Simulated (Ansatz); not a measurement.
C$_{2}$H$_{4}$BBrSn (`BrC1=C[B]1[SnH3]`). The species carries charge 0 and has multiplicity 1. Sn takes the def2 core potential. All single points use the PBE0-D4/def2-TZVP geometry.

```xyz
9

Br    2.764   -0.066   -2.192
C     1.117    0.231   -1.411
C    -0.049    0.829   -1.667
B     0.094    0.147   -0.358
Sn   -0.680   -0.495    1.613
H    -0.556    1.401   -2.431
H     0.567   -0.576    2.775
H    -1.878    0.575    2.191
H    -1.380   -2.046    1.481
```

Question: What is the dipole moment at PBE/def2-TZVPP? (Best estimate.)

Answer: Computed: 1.33 D, with components (-0.35, 0.67, -1.10) D in this frame, pointing from negative to positive charge.

Question: And with r2SCAN, B3LYP, ωB97M-V? (An estimate is asked.)

Answer: Computed: r2SCAN 1.34 D, B3LYP 1.34 D, ωB97M-V 1.33 D.

Question: Give the Mulliken charges with PBE, B3LYP, ωB97M-V in def2-TZVPP. (An estimate is asked.)

Answer: Computed: 
```
atom    PBE  B3LYP  ωB97M-V
 Br1   0.01   0.01     0.03
  C2   0.08   0.05     0.00
  C3  -0.07  -0.09    -0.09
  B4  -0.28  -0.22    -0.17
 Sn5   0.46   0.47     0.33
  H6   0.14   0.16     0.17
  H7  -0.11  -0.13    -0.09
  H8  -0.12  -0.13    -0.09
  H9  -0.11  -0.13    -0.09
```

B3LYP here is the variant with VWN-RPA as its local correlation; programs differ in this.
